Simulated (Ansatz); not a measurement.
Basis-set series for CH3SSb, SMILES `S=[CH][SbH2]`. The species carries charge 0 and has multiplicity 1. Sb: def2 effective core potential. All single points use the PBE0-D4/def2-TZVP geometry.

```
functional       basis  functions  energy (Eh)  HOMO (eV)  LUMO (eV)
   PBE0-D4    def2-SVP         73   -677.95569      -6.15      -2.40
   PBE0-D4  def2-TZVPP        165   -678.14813      -6.29      -2.57
   ωB97M-V    def2-SVP         73   -678.04840      -8.22      -0.15
   ωB97M-V  def2-TZVPP        165   -678.24334      -8.38      -0.42
```

(1) Give the rows for def2-QZVPP. (Estimate.)

Answers

(1) Ansatz gave: 
```json
{"functional": "PBE0-D4", "basis": "def2-QZVPP", "functions": "299", "energy (Eh)": "-678.16438", "HOMO (eV)": "-6.33", "LUMO (eV)": "-2.62"}
{"functional": "ωB97M-V", "basis": "def2-QZVPP", "functions": "299", "energy (Eh)": "-678.25915", "HOMO (eV)": "-8.42", "LUMO (eV)": "-0.49"}
```
